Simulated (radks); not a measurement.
All-electron atom: S II in [Ne] 3s2 3p3. Calculated with a radial shooting solver on a logarithmic mesh with Libxc functionals: scalar-relativistic Kohn-Sham, PBE, spin-polarised, spherical densities, finite nucleus; open shells are filled with parallel spins first; Fermi nuclear charge, rms radius 3.2611 fm.

Unscreened Slater integrals over Kohn-Sham orbitals (eV). They are taken over the spin-up orbitals.

\begin{tabular}{lr}
integral & value \\ \hline
F0(3p,3p) & 13.143 \\
F2(3p,3p) & 6.6548 \\
F0(3p,3s) & 13.997 \\
G1(3p,3s) & 9.2705 \\
F0(3p,2p) & 17.908 \\
F2(3p,2p) & 2.9317 \\
G0(3p,2p) & 1.1715 \\
G2(3p,2p) & 1.1598 \\
F0(3p,2s) & 17.718 \\
G1(3p,2s) & 0.90077 \\
F0(3s,3s) & 15.042 \\
F0(3s,2p) & 19.987 \\
G1(3s,2p) & 1.4524 \\
F0(3s,2s) & 19.821 \\
G0(3s,2s) & 1.1618 \\
F0(2p,2p) & 56.480 \\
F2(2p,2p) & 26.116 \\
F0(2p,2s) & 53.485 \\
G1(2p,2s) & 31.697 \\
F0(2s,2s) & 51.512 \\
\end{tabular}

Derived for the open shells (J is the average intra-shell exchange parameter used in DFT+U). 3p: J = F2/5 = 1.331 eV.
